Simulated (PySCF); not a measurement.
Compound: C₈H₁₃PS.
Structure used (GFN2-xTB), in Å, numbered top down from 1:
```
atom  x, y, z in Å
C1     4.516    0.305    0.014
S2     3.073   -0.484    0.784
C3     1.855   -0.129   -0.522
P4     0.216   -0.922   -0.097
C5    -0.753   -0.127   -1.407
C6    -1.932    0.428   -1.162
C7    -2.548    0.478    0.207
C8    -3.248   -0.858    0.502
C9    -1.505    0.740    1.258
C10   -0.291    0.210    1.223
H11    5.345    0.183    0.704
H12    4.741   -0.187   -0.929
H13    4.313    1.361   -0.143
H14    2.220   -0.565   -1.456
H15    1.751    0.955   -0.628
H16   -0.346   -0.180   -2.409
H17   -2.512    0.870   -1.962
H18   -3.297    1.276    0.236
H19   -4.010   -1.061   -0.247
H20   -3.715   -0.833    1.484
H21   -2.513   -1.662    0.484
H22   -1.800    1.393    2.069
H23    0.436    0.383    2.007
```

NICS is the negative of the GIAO shielding at a point without a nucleus: at the ring centre (0) and 1 Å above and below it (1); zz is the component along the ring normal. Level: GIAO PBE0/pcSseg-1 (PySCF, non-relativistic, gas phase) on the GFN2-xTB geometry, one conformer.

Ring bond lengths (Å), with Mayer bond orders in brackets: P4–C5 1.813 (0.94), C5–C6 1.326 (1.89), C6–C7 1.503 (1.02), C7–C9 1.503 (1.02), C9–C10 1.326 (1.90), C10–P4 1.812 (0.95).

Q: Give the NICS values of each ring in ppm.

A: 
| ring | type | NICS(0) | NICS(1), two faces | NICS(1)zz, two faces | rms pucker (Å) | centre to ring atoms, mean (Å) |
| --- | --- | --- | --- | --- | --- | --- |
| P4–C5–C6–C7–C9–C10 | 6-membered ring with P; formal bonds 2 double, 4 single | -2.5 | -2.7 / -4.9 | -4.5 / -5.7 | 0.24 | 1.51 |

Q: What can be read from them?

A: 
- P4–C5–C6–C7–C9–C10: mean NICS(1)zz -5.1 ppm, shielded. C7 has four or more neighbours, so the value isn't read as a sign of a π ring current.

Q: What field does 11.7 T along the ring normal induce along that normal at the first NICS(1) probe listed for ring P4–C5–C6–C7–C9–C10, 1 Å off the ring?

A: NICSzz × B0 = -4.5 ppm × 11.7 T = -53 μT, against the applied field.

Q: Give the inner angles of the rings and the Hirshfeld charges of the ring atoms.

A: 
- P4–C5–C6–C7–C9–C10: P4 95.9° (+0.159 e), C5 121.7° (-0.109 e), C6 123.2° (-0.042 e), C7 111.0° (-0.025 e), C9 123.2° (-0.042 e), C10 121.7° (-0.110 e); sum 696.6° against 720° for a flat convex ring.

Q: How shielded are the nuclei of the rings and their hydrogens (means over atoms taken as equivalent)?

A: 
```
   atoms           environment  σ isotropic (ppm)  principal values of the symmetric part, first atom (ppm)
      P4  phosphine phosphorus              399.2                                       299.0, 401.4, 497.3
 C5 (×2)      alkene CH carbon               49.9                                        -63.2, 57.8, 156.5
 C6 (×2)      alkene CH carbon               43.2                                        -69.3, 35.0, 162.3
      C7        allylic carbon              148.4                                       133.8, 152.6, 158.8
H16 (×2)      vinylic hydrogen              25.03                                          23.1, 24.3, 28.5
H17 (×2)      vinylic hydrogen              24.92                                          22.2, 25.6, 27.0
     H18      methine hydrogen              28.55                                          24.9, 26.0, 34.7
```

Hardware: an Arm Neoverse V2 with one thread, no GPU (shared host). Cost: 74 s wall (grids of density and orbitals included), 1.2 GiB resident at most. This is the whole shielding run at PBE0/pcSseg-1, SCF included.
